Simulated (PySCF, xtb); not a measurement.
Si(CF3)(Cl)(H)2 (CH2ClF3Si), SMILES FC(F)(F)[SiH2]Cl.

GFN2-xTB (xtb) at its own geometry gives an orbital gap of 5.61 eV and a dipole moment of 3.75 D.

The structure is a stationary point at PBE0-D3(BJ)/def2-SVP.

Problem. What does PBE0/def2-TZVP in PySCF give? (An estimate is asked for; the answer gives what the named calculation found.)

Solution. gap 8.90 eV (levels -9.34 and -0.43 eV), dipole 1.78 D.
